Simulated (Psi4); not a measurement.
The Psi4 input:
```
memory 2 GB

molecule mol {
1 2
Si    1.523336   -0.221088    0.339752
N    -0.047710   -0.421770   -0.352886
Si   -1.536507    0.427598   -0.134462
H     2.462890   -0.155062   -0.866335
H     1.541927    0.936406    1.170192
H     1.830765   -1.520200    1.010592
H    -0.150161   -1.211114   -0.972821
H    -2.507353   -0.638487    0.266923
H    -1.888895    0.785825   -1.573863
H    -1.339486    1.476375    0.803842
}

set {
  basis sto-3g
  reference uks
}

optimize('pbe')
print_variables()
```

Task: What does this run give for the nuclear repulsion energy, <S^2>, total energy at the end of the optimisation, number of basis functions?

Result: 
The nuclear repulsion energy is 150.4240 Eh, the <S^2> comes out as 0.753 and the total energy at the end of the optimisation comes out as -629.9029 Eh. The number of basis functions comes out as 30.

These values belong to the state on which the SCF converged, which isn't shown to be the lowest.
